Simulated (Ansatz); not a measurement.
# Cost against result

Saddle point of GeH₂F₄, singlet (GeHF₃ ([F][GeH]([F])[F]) + HF → GeF₄ ([F][Ge]([F])([F])[F]) + H₂; bonds formed: Ge1–F7, H2–H6; bonds broken: Ge1–H2, H6–F7), PBE0-D4/def2-TZVP structure:

```json
{"atom": "Ge1", "x (Å)": "-0.4109", "y (Å)": "0.0132", "z (Å)": "-0.0805"}
{"atom": "H2", "x (Å)": "0.8796", "y (Å)": "0.0555", "z (Å)": "1.1214"}
{"atom": "F3", "x (Å)": "-0.9398", "y (Å)": "-1.4635", "z (Å)": "-0.7276"}
{"atom": "F4", "x (Å)": "-0.7953", "y (Å)": "1.4032", "z (Å)": "-0.9744"}
{"atom": "F5", "x (Å)": "-1.4387", "y (Å)": "0.1817", "z (Å)": "1.2848"}
{"atom": "H6", "x (Å)": "1.3963", "y (Å)": "-0.0431", "z (Å)": "0.2977"}
{"atom": "F7", "x (Å)": "1.3088", "y (Å)": "-0.1469", "z (Å)": "-0.9216"}
```

Barriers are electronic and count from the start structure reached by relaxing down the imaginary mode.

Computed with Ansatz 0.2.0 (basis: as named in each row); correlated methods freeze the cores. Filled d shells of the heavier atoms are correlated. The def2 sets are not built for correlating such inner shells, so the correlated values are less sure here. B3LYP uses VWN-RPA correlation. Extrapolation: Hartree–Fock as exp(−7.88 √X), correlation as X^−2.97.

Times are rough, for one single point on 4 threads of a shared host (Arm Neoverse V2).

The estimate by CCSD(T) at an estimated basis limit (MP2 extrapolated from triple and quadruple zeta, plus CCSD(T) − MP2 in triple zeta) is 45.72 kcal/mol.

| method | basis | time (s) | barrier (kcal/mol) | method less estimate |
| --- | --- | --- | --- | --- |
| HF | STO-3G | under 1 | 70.80 | 25.08 |
| PBE-D4 | STO-3G | under 1 | 24.10 | -21.61 |
| SPW92 | def2-SVP | under 1 | 27.33 | -18.38 |
| PBE-D4 | def2-SVP | under 1 | 33.95 | -11.76 |
| B3LYP-D4 | 6-31G | under 1 | 41.66 | -4.05 |
| SPW92 | def2-TZVPP | under 1 | 31.12 | -14.59 |
| PBE0-D4 | def2-SVP | under 1 | 40.22 | -5.50 |
| PBE-D4 | def2-TZVPP | 1 | 37.10 | -8.61 |
| BLYP-D4 | def2-TZVPP | 1 | 40.80 | -4.91 |
| BHLYP-D4 | def2-TZVPP | 2 | 48.11 | 2.39 |
| PBE0-D4 | def2-TZVPP | 2 | 41.41 | -4.31 |
| B3LYP-D4 | def2-TZVPP | 2 | 43.76 | -1.95 |
| CAM-B3LYP-D4 | def2-TZVPP | 2 | 43.77 | -1.94 |
| r2SCAN-D4 | def2-TZVPP | 3 | 37.97 | -7.75 |
| RPA on PBE | def2-TZVPP | 3 | 43.74 | -1.98 |
| B2PLYP | def2-TZVPP | 3 | 43.99 | -1.72 |
| PBE-QIDH | def2-TZVPP | 4 | 43.49 | -2.22 |
| wB97M-V | def2-SVP | 4 | 41.01 | -4.70 |
| r2SCAN0-D4 | def2-TZVPP | 4 | 41.79 | -3.92 |
| wB97X-V | def2-TZVPP | 5 | 42.99 | -2.73 |
| CCSD(T) | def2-SVP | 6 | 47.26 | 1.55 |
| wB97M-V | def2-TZVPP | 6 | 42.96 | -2.75 |
| B97M-V | def2-TZVPP | 6 | 41.12 | -4.60 |
| MP2 | def2-QZVPP | 12 | 44.34 | -1.38 |
| CCSD(T) | def2-TZVPP | 110 | 44.51 | -1.21 |

All methods are single points on the PBE0-D4 structures.

No T1 diagnostic of these runs exceeds 0.014.

Labels in which every atom is bracketed show which atoms are joined, not bond orders.
